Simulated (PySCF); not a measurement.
# Assigning NMR signals

Geometry (Å), atoms numbered from 1 in this order:
```xyz
16

C     1.6895    0.4176    2.0620
C     1.0116   -0.2269    1.3139
C     0.2278   -0.9950    0.3781
C     1.0929   -1.2508   -0.8677
O     1.9315   -2.0912   -1.0334
Si    0.1689    0.0952   -1.9031
C    -0.8997   -0.1814   -0.3218
C    -1.4296    1.0133    0.4562
H     2.2681    0.9720    2.7387
H    -0.1070   -1.9151    0.8656
H    -0.3943   -0.2885   -3.1925
H     0.8653    1.3760   -1.9436
H    -1.7373   -0.8573   -0.5185
H    -1.8746    0.6949    1.3983
H    -0.6302    1.7152    0.6808
H    -2.1906    1.5307   -0.1244
```

- shieldings: GIAO PBE0/pcSseg-1
- geometry: GFN2-xTB
- run in PySCF
- one averaged value for each set of equivalent atoms, one computed conformer, no solvent, non-relativistic

References, each an isolated molecule treated in the same way: TMS for ¹³C (σ = 186.93 ppm), ¹H (σ = 31.72 ppm).

(1) Assign these signals to the numbered atoms. ¹³C{¹H} NMR (computed): δ 233.1 (C), 87.4 (CH), 81.7 (C), 63.0 (CH), 18.6 (CH), 17.2 (CH3).

(2) Assign these signals to the numbered atoms. ¹H NMR (500 MHz, computed): δ 5.23 (m, 1H), 5.09 (m, 1H), 3.95 (m, 1H), 2.15 (m, 1H), 2.13 (d, 1H), 1.65 (d, 3H).

## Answers

(1) 
```tsv
δ (ppm)	atoms	environment	reason
233.1	C4	carbonyl carbon	–
87.4	C1	terminal alkyne carbon	sp carbons lie upfield of alkene carbons because the cylindrical π system leaves one tensor component strongly shielded
81.7	C2	alkyne carbon	the triple bond shields along its axis, which puts it between sp3 and sp2 carbons
63.0	C3	sp3 CH α to a carbonyl	–
18.6	C7	sp3 CH bonded to Si	–
17.2	C8	methyl carbon	saturated and bonded to C and H only
```

C7 and C8 lie closer than the usual error of such a calculation, so a measured spectrum could show them in the other order.

(2) 
5.23 → H12, hydrogen on a silicon bonded to 2 C, in a 4-membered ring
5.09 → H11, hydrogen on a silicon bonded to 2 C, in a 4-membered ring
3.95 → H10, hydrogen on an sp3 CH α to a carbonyl
2.15 → H13, hydrogen on an sp3 CH bonded to Si
2.13 → H9, hydrogen on a terminal alkyne carbon: it lies on the axis of the triple bond, in its shielding cone
1.65 → H14/H15/H16, hydrogen on a methyl carbon

H13 and H9 lie closer than the usual error of such a calculation, so a measured spectrum could show them in the other order.

Shifts are as computed. Against solution values, carbons near 30 ppm lie about +3 ppm off and those near 130 ppm about +5 ppm. Of 1211 compounds with measured shifts, 218 miss one by over three times the rms of a fit or turn the order of signals round; such compounds aren't used in these exercises. No couplings were computed; multiplicities are counted from neighbouring protons, with m where these are inequivalent, close in shift, in a saturated or five-membered ring or joined by F or P, and br s for small geminal =CH2 splittings.
